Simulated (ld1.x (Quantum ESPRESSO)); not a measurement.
**LDA (PZ) TM dataset for europium (Eu), scalar-relativistic all-electron reference.**

```json
{
  "Element": "europium (Eu)",
  "Generator": "ld1.x (Quantum ESPRESSO) 7.5",
  "Type": "norm-conserving Troullier–Martins (Kleinman–Bylander form)",
  "Functional": "LDA (PZ)",
  "Relativity": "scalar-relativistic",
  "Frozen core": "[Kr] 4d10 4f6",
  "Valence charge": "11",
  "Reference configuration": "5s2 5p6 5d0 6s0 6p0 (charge +3)",
  "Partial waves": "5p (bound): rc 2.55 bohr; 5d (bound, empty): rc 2.05 bohr; 5s (bound): rc 1.35 bohr",
  "Local potential": "the s channel",
  "Core correction": "none"
}
```

Poles of the logarithmic derivatives, all-electron (AE) and pseudo (PS). s: poles at -5.3, 1.5 (AE) and -5.3, 1.4 (PS) Ry. p: poles at -3.5, 3.0 (AE) and -3.5, 2.7 (PS) Ry. d: poles at -1.0 (AE) and -1.0 (PS) Ry. Test radius 2.75 bohr.

* Cutoffs needed: 60 Ry and 120 Ry (the cutoffs (Ry, on a coarse ladder) from which the occupation-weighted sum of valence levels, in a spherical-Bessel basis at the reference potential, stays within 10 and 1 mRy of its value at 400 Ry)
* Ghost test: no extra level below or beside the all-electron valence levels (p, d, s, f tested) (spherical-Bessel basis up to 400 Ry, 20 bohr box)
* Largest excitation error: +325 meV (all-electron minus pseudo) for 5s2 5p6 5d0 6s2 6p1, out of 7 test configurations
